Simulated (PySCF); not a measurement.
Job file and geometry (Å, from GFN2-xTB) of an NMR shielding run on `[F][AlH][CH]1CCCC1`, C5H10AlF, GIAO PBE0/pcSseg-1 NMR shielding, non-relativistic, gas phase in PySCF 2.14.0, density-fitted response routines; density fitting, a coarse starting grid and PySCF grid level 2 are the driver's defaults:

```
$ OMP_NUM_THREADS=1 python probes_run.py task.json out

{"job": {"kind": "nmr", "xc": "PBE0", "basis": "pcSseg-1"}, "charge": 0, "multiplicity": 1}
F      3.238976     0.903883    -0.800127
Al     2.574894     0.188927     0.529939
C      0.601610    -0.165790     0.607661
C     -0.226068     1.111180     0.365980
C     -1.616672     0.602950    -0.035960
C     -1.397460    -0.806091    -0.617911
C      0.114590    -1.053652    -0.553494
H      3.585223    -0.146680     1.627387
H      0.267935    -0.619685     1.550504
H     -0.259125     1.760164     1.242235
H      0.212487     1.679091    -0.461828
H     -2.263344     0.552288     0.840532
H     -2.087686     1.268828    -0.758235
H     -1.770024    -0.884155    -1.638640
H     -1.922126    -1.548139    -0.014940
H      0.583289    -0.724031    -1.487111
H      0.356503    -2.107058    -0.405903
```

Task: Write the output of this run.

Result: 
```
coarse grid: 14344 points
cycle   1  E = -538.2476362064  dE =  5.514e-01  |g| = 7.104e-01  |ddm| = 3.621e+00
cycle   2  E = -538.1223731223  dE =  1.253e-01  |g| = 1.134e+00  |ddm| = 1.329e+00
cycle   3  E = -538.3482822713  dE = -2.259e-01  |g| = 7.090e-02  |ddm| = 8.300e-01
cycle   4  E = -538.3489527795  dE = -6.705e-04  |g| = 4.488e-02  |ddm| = 8.839e-02
cycle   5  E = -538.3493898836  dE = -4.371e-04  |g| = 6.734e-03  |ddm| = 4.064e-02
cycle   6  E = -538.3493998335  dE = -9.950e-06  |g| = 1.391e-03  |ddm| = 8.167e-03
final grid: 133256 points
cycle   7  E = -538.3979286261  dE = -4.452e-05  |g| = 8.624e-03  |ddm| = 2.882e-02
cycle   8  E = -538.3979107071  dE =  1.792e-05  |g| = 1.223e-02  |ddm| = 1.877e-02
cycle   9  E = -538.3979479905  dE = -3.728e-05  |g| = 5.762e-04  |ddm| = 1.082e-02
cycle  10  E = -538.3979480384  dE = -4.796e-08  |g| = 2.846e-04  |ddm| = 5.847e-04
cycle  11  E = -538.3979480515  dE = -1.313e-08  |g| = 6.291e-05  |ddm| = 2.181e-04
cycle  12  E = -538.3979480522  dE = -6.557e-10  |g| = 1.388e-05  |ddm| = 6.019e-05
converged SCF energy = -538.3979480522

GIAO shielding tensors (ppm)
atom      isotropic    diamagn.    paramagn.     s11        s22        s33       span
  0 F      319.006     469.034    -150.028    190.727    373.432    392.858    202.131
  1 Al     366.795     793.574    -426.779    260.010    355.846    484.529    224.518
  2 C      154.192     251.779     -97.587    133.585    154.539    174.453     40.868
  3 C      155.017     247.724     -92.706    128.465    163.153    173.434     44.969
  4 C      159.815     246.596     -86.781    130.876    170.716    177.854     46.978
  5 C      159.526     246.634     -87.108    130.897    169.926    177.754     46.856
  6 C      154.855     247.595     -92.740    128.530    162.954    173.081     44.551
  7 H       26.853      28.224      -1.370     22.957     23.804     33.800     10.843
  8 H       31.196      32.360      -1.164     27.202     28.678     37.710     10.508
  9 H       29.798      30.542      -0.744     24.575     28.049     36.769     12.195
 10 H       30.244      31.389      -1.145     24.032     29.703     36.998     12.966
 11 H       30.198      29.920       0.278     24.559     28.167     37.869     13.310
 12 H       29.913      29.520       0.393     24.659     27.645     37.436     12.777
 13 H       29.901      29.498       0.403     24.688     27.601     37.413     12.726
 14 H       30.219      29.951       0.268     24.581     28.177     37.898     13.317
 15 H       30.282      31.362      -1.081     24.146     29.667     37.032     12.886
 16 H       29.795      30.504      -0.709     24.581     28.007     36.797     12.216
```

Size and cost of the density-fitted run: 176 basis functions, 49 s wall time on 1 thread of an Arm Neoverse N1, shared host; peak memory 0.8 GiB.
